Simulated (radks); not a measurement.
Results of a calculation; reference values are marked as such.
Ionisation of the silver ion Ag30+, [Ne] 3s2 3p5, to [Ne] 3s2 3p4 as the strength of local exchange is varied. Level of theory: scalar-relativistic Kohn-Sham, Slater X-alpha exchange (alpha = 2/3 is LDA exchange), no correlation, spin-unpolarised, spherical densities, point nucleus (a radial shooting solver on a logarithmic mesh with Libxc functionals).

| alpha | E(Ag30+) (hartree) | exchange (hartree) | IE (eV) | -e of the level emptied (eV) | <r> of it (bohr) |
|---|---|---|---|---|---|
| 0.578 | -4643.44329 | -79.32128 | 1820.3 | 1785.3 (3p) | 0.3241 |
| 0.586 | -4644.54462 | -80.43204 | 1821.3 | 1786.2 (3p) | 0.3241 |
| 0.625 | -4649.91613 | -85.85204 | 1825.9 | 1790.9 (3p) | 0.3237 |
| 0.667 | -4655.70555 | -91.69833 | 1831.0 | 1796.0 (3p) | 0.3232 |
| 1.015 | -4703.86318 | -140.51263 | 1873.0 | 1838.4 (3p) | 0.3197 |

NIST Atomic Spectra Database: 1811 eV (semi-empirical). The central value is not met in this range of alpha. Spin polarisation and multiplet splitting are left out, so open shells lie too high by an amount that depends on their filling.

Beside tabulated values, note that spin-unpolarised runs miss the spin-polarisation part of the exchange energy of open shells.
